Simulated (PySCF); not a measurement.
A geometry optimisation, step by step.

Compound: C₆H₃F₅N₂.
SMILES with atom numbers: `[F:1][C:2]([F:3])([F:4])[C:5]([F:6])([F:7])[c:8]1[cH:9][cH:10][cH:11][n:12][n:13]1` (hydrogens: H14 on C9; H15 on C10; H16 on C11)

Method: PySCF, PBE0-D3(BJ)/def2-SVP geometry optimisation, gas phase; density fitting, grid level 1; the optimiser is geomeTRIC in internal coordinates, started from a GFN2-xTB structure with every atom displaced at random (about 0.01 Å). 12 of its 15 geometries are shown. The frame can shift and turn from step to step; on so coarse a grid that alone can change the energy by a few meV, and forces under 0.02 eV/Å are noise.

Step 0: E = -22793.5516 eV, largest atomic force 1.578 eV/Å
```
atom  x, y, z in Å  |  force x, y, z in eV/Å
F1     -1.934   -0.879   -1.667   -0.246   0.577   0.355
C2     -2.257   -0.461   -0.440   -0.245  -0.630  -0.356
F3     -3.574   -0.212   -0.394    1.057  -0.085   0.067
F4     -1.967   -1.483    0.381   -0.323   0.422   0.124
C5     -1.398    0.763   -0.022   -0.444   0.722   0.250
F6     -1.731    1.823   -0.788    0.293  -0.752   0.135
F7     -1.753    1.094    1.255    0.219  -0.458  -0.476
C8      0.092    0.438   -0.088   -1.314   0.075   0.870
C9      0.730   -0.130    1.031    0.501   0.188  -1.041
C10     2.068   -0.428    0.843   -0.677   0.152   0.022
C11     2.615   -0.129   -0.403    0.000   0.103   0.110
N12     1.930    0.408   -1.389   -0.359   0.356  -0.827
N13     0.643    0.690   -1.247    1.076  -0.196  -0.166
H14     0.196   -0.322    1.945   -0.253  -0.057   0.450
H15     2.659   -0.872    1.621    0.412  -0.270   0.481
H16     3.663   -0.302   -0.627    0.303  -0.146   0.003
```

Step 1: E = -22793.6441 eV, largest atomic force 0.387 eV/Å
```
atom  x, y, z in Å  |  force x, y, z in eV/Å
F1     -2.154   -0.813   -1.663    0.018  -0.014  -0.113
C2     -2.349   -0.422   -0.418    0.237   0.278   0.128
F3     -3.584    0.032   -0.283   -0.156  -0.159  -0.079
F4     -2.180   -1.465    0.389    0.029  -0.061   0.047
C5     -1.372    0.714   -0.027   -0.088   0.127   0.083
F6     -1.668    1.763   -0.798    0.031   0.030  -0.022
F7     -1.676    1.027    1.255   -0.012   0.007   0.017
C8      0.101    0.381   -0.107   -0.009  -0.189  -0.130
C9      0.763   -0.169    0.994   -0.153  -0.006   0.031
C10     2.107   -0.434    0.830    0.075  -0.031  -0.013
C11     2.667   -0.125   -0.412   -0.002   0.064   0.050
N12     1.969    0.389   -1.420   -0.005  -0.004  -0.070
N13     0.688    0.633   -1.270   -0.009  -0.021   0.089
H14     0.227   -0.367    1.925    0.041   0.012  -0.015
H15     2.713   -0.865    1.629    0.011   0.007   0.010
H16     3.730   -0.283   -0.614   -0.008  -0.040  -0.013
```

Step 3: E = -22793.6656 eV, largest atomic force 0.045 eV/Å
```
atom  x, y, z in Å  |  force x, y, z in eV/Å
F1     -2.016   -0.767   -1.689   -0.021  -0.020   0.025
C2     -2.290   -0.412   -0.445   -0.024   0.032  -0.019
F3     -3.566   -0.068   -0.361    0.029  -0.023  -0.008
F4     -2.075   -1.455    0.356   -0.018  -0.012  -0.022
C5     -1.386    0.760   -0.008   -0.006   0.033   0.020
F6     -1.680    1.812   -0.773    0.007   0.004   0.001
F7     -1.719    1.049    1.269    0.008  -0.014  -0.023
C8      0.084    0.411   -0.085   -0.001   0.003   0.028
C9      0.740   -0.144    1.017    0.021   0.007   0.000
C10     2.078   -0.445    0.842   -0.007  -0.001  -0.008
C11     2.630   -0.169   -0.411    0.006  -0.004   0.003
N12     1.938    0.356   -1.418    0.010   0.003   0.001
N13     0.668    0.641   -1.253    0.002  -0.009   0.001
H14     0.213   -0.318    1.957   -0.003   0.002   0.000
H15     2.683   -0.878    1.641   -0.002   0.000   0.001
H16     3.682   -0.378   -0.628    0.000  -0.001   0.000
```

Step 4: E = -22793.6660 eV, largest atomic force 0.030 eV/Å
```
atom  x, y, z in Å  |  force x, y, z in eV/Å
F1     -2.017   -0.762   -1.697   -0.001   0.004   0.009
C2     -2.293   -0.408   -0.453   -0.016  -0.011  -0.023
F3     -3.568   -0.062   -0.374    0.008   0.015   0.000
F4     -2.085   -1.455    0.345    0.006   0.005  -0.002
C5     -1.386    0.761   -0.010    0.009  -0.006   0.017
F6     -1.673    1.817   -0.772    0.004   0.004  -0.009
F7     -1.724    1.048    1.267   -0.002  -0.015   0.008
C8      0.085    0.409   -0.080    0.009   0.003  -0.003
C9      0.741   -0.143    1.022   -0.009   0.007   0.009
C10     2.079   -0.446    0.846    0.007  -0.004   0.005
C11     2.632   -0.174   -0.407   -0.023   0.006   0.006
N12     1.939    0.350   -1.414    0.003   0.002  -0.009
N13     0.669    0.636   -1.249    0.011  -0.007  -0.014
H14     0.216   -0.314    1.963   -0.003  -0.001   0.002
H15     2.683   -0.877    1.646   -0.004  -0.003   0.003
H16     3.684   -0.385   -0.624   -0.002  -0.001   0.001
```

Step 5: E = -22793.6666 eV, largest atomic force 0.055 eV/Å
```
atom  x, y, z in Å  |  force x, y, z in eV/Å
F1     -2.019   -0.748   -1.713    0.016   0.024  -0.011
C2     -2.296   -0.398   -0.469    0.013  -0.039  -0.014
F3     -3.568   -0.045   -0.392   -0.021   0.038   0.005
F4     -2.099   -1.453    0.322    0.018   0.018   0.014
C5     -1.383    0.762   -0.012    0.021  -0.046  -0.021
F6     -1.660    1.825   -0.768   -0.005   0.014  -0.007
F7     -1.724    1.041    1.265   -0.015  -0.001   0.029
C8      0.088    0.405   -0.079   -0.017   0.004  -0.009
C9      0.739   -0.142    1.029   -0.006   0.004   0.006
C10     2.077   -0.449    0.858   -0.004   0.008  -0.004
C11     2.632   -0.184   -0.396    0.030  -0.007  -0.001
N12     1.945    0.337   -1.408   -0.015  -0.006   0.016
N13     0.675    0.626   -1.247   -0.014  -0.002  -0.005
H14     0.212   -0.305    1.970   -0.003  -0.003  -0.004
H15     2.679   -0.877    1.662   -0.001  -0.005  -0.001
H16     3.684   -0.398   -0.609    0.004  -0.003   0.005
```

Step 6: E = -22793.6673 eV, largest atomic force 0.219 eV/Å
```
atom  x, y, z in Å  |  force x, y, z in eV/Å
F1     -2.009   -0.668   -1.795    0.039   0.064  -0.054
C2     -2.304   -0.348   -0.548    0.138  -0.102   0.031
F3     -3.565    0.040   -0.488   -0.105   0.074   0.011
F4     -2.157   -1.437    0.209    0.025   0.052   0.038
C5     -1.370    0.770   -0.024    0.057  -0.165  -0.133
F6     -1.599    1.866   -0.749   -0.027   0.045   0.006
F7     -1.739    1.007    1.251   -0.049   0.049   0.100
C8      0.096    0.385   -0.064   -0.066   0.017  -0.035
C9      0.730   -0.139    1.064    0.002   0.009  -0.024
C10     2.065   -0.465    0.910    0.019   0.005   0.039
C11     2.636   -0.239   -0.343    0.027  -0.011  -0.008
N12     1.965    0.265   -1.375   -0.041  -0.015   0.030
N13     0.697    0.570   -1.232   -0.033   0.008   0.001
H14     0.193   -0.266    2.005    0.002  -0.015  -0.016
H15     2.655   -0.875    1.732    0.006  -0.013  -0.003
H16     3.687   -0.470   -0.542    0.006  -0.002   0.015
```

Step 8: E = -22793.6694 eV, largest atomic force 0.052 eV/Å
```
atom  x, y, z in Å  |  force x, y, z in eV/Å
F1     -1.967   -0.584   -1.871    0.002   0.001  -0.003
C2     -2.288   -0.307   -0.620    0.027  -0.024   0.031
F3     -3.548    0.097   -0.577   -0.034   0.004   0.001
F4     -2.168   -1.417    0.109    0.000   0.011  -0.024
C5     -1.361    0.780   -0.037    0.004   0.017  -0.049
F6     -1.560    1.904   -0.731   -0.002  -0.001  -0.005
F7     -1.763    0.985    1.236   -0.005   0.004   0.010
C8      0.098    0.379   -0.054   -0.025   0.004   0.023
C9      0.711   -0.132    1.092    0.026  -0.017  -0.023
C10     2.044   -0.480    0.962    0.007  -0.011   0.021
C11     2.632   -0.291   -0.290   -0.015   0.009  -0.004
N12     1.978    0.200   -1.339    0.011   0.002   0.003
N13     0.715    0.531   -1.219   -0.001   0.000   0.015
H14     0.159   -0.238    2.026    0.002   0.000  -0.002
H15     2.617   -0.887    1.797    0.003   0.000   0.002
H16     3.681   -0.545   -0.472   -0.001   0.001   0.003
```

Step 9: E = -22793.6697 eV, largest atomic force 0.039 eV/Å
```
atom  x, y, z in Å  |  force x, y, z in eV/Å
F1     -1.966   -0.594   -1.866   -0.010  -0.007   0.002
C2     -2.287   -0.313   -0.615   -0.006   0.007   0.011
F3     -3.549    0.086   -0.571    0.011  -0.016  -0.003
F4     -2.161   -1.418    0.119   -0.008  -0.002  -0.023
C5     -1.363    0.780   -0.041   -0.013   0.036   0.006
F6     -1.565    1.899   -0.742    0.011  -0.022   0.006
F7     -1.765    0.993    1.231    0.006   0.001  -0.009
C8      0.097    0.381   -0.054    0.017  -0.001   0.004
C9      0.711   -0.136    1.088   -0.008  -0.009   0.005
C10     2.044   -0.481    0.961   -0.010   0.000  -0.007
C11     2.633   -0.283   -0.289    0.002   0.003   0.000
N12     1.980    0.213   -1.337    0.007  -0.001   0.000
N13     0.716    0.540   -1.217    0.004   0.009   0.005
H14     0.156   -0.249    2.021   -0.002   0.001   0.003
H15     2.617   -0.891    1.795   -0.002   0.001   0.001
H16     3.683   -0.532   -0.470    0.001   0.002   0.001
```

Step 10: E = -22793.6700 eV, largest atomic force 0.052 eV/Å
```
atom  x, y, z in Å  |  force x, y, z in eV/Å
F1     -1.956   -0.579   -1.888   -0.007  -0.001  -0.005
C2     -2.283   -0.306   -0.637   -0.034   0.019  -0.012
F3     -3.545    0.095   -0.597    0.039  -0.018  -0.001
F4     -2.162   -1.415    0.090   -0.003  -0.012   0.001
C5     -1.360    0.784   -0.052   -0.017   0.030   0.039
F6     -1.553    1.906   -0.751    0.010  -0.024   0.000
F7     -1.774    0.994    1.218    0.007  -0.002  -0.018
C8      0.098    0.380   -0.052    0.028  -0.007  -0.011
C9      0.701   -0.141    1.095   -0.018   0.000   0.010
C10     2.035   -0.488    0.978   -0.006   0.002  -0.008
C11     2.636   -0.289   -0.266   -0.002   0.001   0.004
N12     1.992    0.208   -1.319    0.005   0.001  -0.003
N13     0.728    0.538   -1.209    0.004   0.014  -0.001
H14     0.139   -0.254    2.023   -0.003  -0.001   0.003
H15     2.600   -0.899    1.817   -0.004  -0.001   0.001
H16     3.686   -0.539   -0.438    0.000   0.001   0.001
```

Step 11: E = -22793.6702 eV, largest atomic force 0.155 eV/Å
```
atom  x, y, z in Å  |  force x, y, z in eV/Å
F1     -1.906   -0.520   -1.983    0.014   0.008  -0.004
C2     -2.257   -0.277   -0.732   -0.116   0.069  -0.076
F3     -3.523    0.120   -0.709    0.092  -0.012   0.003
F4     -2.151   -1.404   -0.032    0.018  -0.056   0.056
C5     -1.349    0.801   -0.104   -0.018  -0.011   0.120
F6     -1.502    1.928   -0.800   -0.001  -0.004  -0.019
F7     -1.812    1.004    1.152    0.018  -0.007  -0.050
C8      0.104    0.381   -0.044    0.042  -0.011  -0.035
C9      0.653   -0.160    1.120   -0.033   0.009   0.022
C10     1.987   -0.520    1.056    0.001   0.010  -0.017
C11     2.642   -0.312   -0.159   -0.004  -0.008   0.013
N12     2.049    0.204   -1.231   -0.001   0.004  -0.006
N13     0.784    0.545   -1.171    0.001   0.017  -0.012
H14     0.052   -0.278    2.023   -0.004  -0.004   0.002
H15     2.512   -0.947    1.913   -0.009  -0.003   0.002
H16     3.697   -0.571   -0.288    0.000   0.001  -0.001
```

Step 13: E = -22793.6703 eV, largest atomic force 0.043 eV/Å
```
atom  x, y, z in Å  |  force x, y, z in eV/Å
F1     -1.865   -0.492   -2.031    0.007   0.000   0.002
C2     -2.238   -0.263   -0.784   -0.020   0.026  -0.023
F3     -3.502    0.131   -0.775    0.016   0.000  -0.002
F4     -2.138   -1.396   -0.091    0.002  -0.013   0.019
C5     -1.341    0.811   -0.131    0.004  -0.032   0.028
F6     -1.475    1.940   -0.829   -0.007   0.013  -0.012
F7     -1.830    1.014    1.113    0.001   0.002  -0.007
C8      0.109    0.386   -0.041   -0.007   0.005  -0.009
C9      0.622   -0.170    1.132    0.001  -0.002  -0.001
C10     1.954   -0.541    1.098    0.004   0.001   0.003
C11     2.642   -0.325   -0.098   -0.002  -0.001   0.002
N12     2.081    0.207   -1.180   -0.001   0.000   0.001
N13     0.818    0.558   -1.149    0.004   0.005   0.002
H14    -0.004   -0.293    2.017    0.000  -0.002  -0.002
H15     2.453   -0.981    1.963   -0.001  -0.002   0.000
H16     3.698   -0.591   -0.203    0.000   0.000   0.000
```

Step 14: E = -22793.6704 eV, largest atomic force under 0.02 eV/Å
```
atom  x, y, z in Å  |  force x, y, z in eV/Å
F1     -1.864   -0.502   -2.023    0.002  -0.004   0.004
C2     -2.238   -0.266   -0.778    0.010   0.000   0.005
F3     -3.502    0.127   -0.772   -0.008   0.003  -0.007
F4     -2.138   -1.396   -0.078   -0.004   0.001  -0.002
C5     -1.342    0.811   -0.130    0.004  -0.009  -0.006
F6     -1.479    1.937   -0.833   -0.004   0.007  -0.002
F7     -1.830    1.018    1.114    0.002   0.001   0.005
C8      0.109    0.388   -0.042   -0.006   0.006  -0.001
C9      0.622   -0.171    1.129    0.002  -0.005  -0.005
C10     1.954   -0.541    1.094    0.000  -0.001   0.004
C11     2.642   -0.321   -0.101    0.001  -0.001   0.000
N12     2.081    0.215   -1.181   -0.002   0.001   0.004
N13     0.817    0.565   -1.150    0.002   0.002   0.003
H14    -0.004   -0.299    2.013    0.000   0.000   0.000
H15     2.453   -0.985    1.957    0.001   0.000  -0.001
H16     3.698   -0.586   -0.207    0.000   0.000   0.001
```

Question: Summarise the path.

Answer: The energy falls by 0.1189 eV from step 0 to step 14; nine tenths of that is first reached at step 2. It rises by more than 0.2 meV at step 12. The largest force goes from 1.578 to under 0.02 eV/Å. Among the bonds C8–N13 changes most (a near tie, within 0.001 Å, with another), from 1.308 to 1.327 Å; the atoms move by 0.117 Å rms after alignment.

What follows is the cost of the whole optimisation. Hardware: one thread of an Arm Neoverse V1, no GPU, shared host with 32 logical CPUs at a one-minute load of 23. Cost: 6.6 min, 0.89 GiB resident at most.
